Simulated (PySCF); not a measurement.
System: C3H12NSi (charge +1, singlet). It need not be the lowest isomer of its formula. SMILES: C[Si](C)(C)[NH3+]
Geometry from a B3LYP-D3(BJ)/def2-TZVP (Ansatz) optimisation:
```
Si
C 1 1.8497
H 2 1.0919 1 112.40
H 2 1.0919 3 108.73 1 -125.09
H 2 1.0932 3 107.03 4 -115.29
C 1 1.8497 2 115.53 3 -171.89
H 6 1.0919 1 112.40 2 48.86
H 6 1.0919 7 108.73 1 -125.09
H 6 1.0932 7 107.03 8 -115.29
C 1 1.8497 2 115.53 3 48.86
H 10 1.0919 1 112.40 2 -171.89
H 10 1.0919 11 108.73 1 -125.09
H 10 1.0932 11 107.03 12 -115.29
N 1 1.9353 2 102.38 3 -61.51
H 14 1.0212 1 111.85 2 60.35
H 14 1.0212 15 106.99 1 -122.81
H 14 1.0212 15 106.99 16 -114.38
```
Charge +1, spin multiplicity 1.

Dispersion corrections to the total energy (kcal/mol) from the dftd3 and dftd4 libraries through PySCF: D3(BJ) without and D4 with the three-body term, each with the damping fitted for the functional named.

```csv
functional,D3(BJ),D4
revPBE,-21.32,-21.92
B2GP-PLYP,-5.62,…
B3LYP,-14.94,…
CAM-B3LYP,-6.98,-6.28
HSE06,-5.91,-5.78
PBE,-8.74,…
BHLYP,-11.75,-8.65
```

### Question
What belongs in the gaps?

### Answer

- B2GP-PLYP, D4: -3.13
- B3LYP, D4: -11.62
- PBE, D4: -7.30
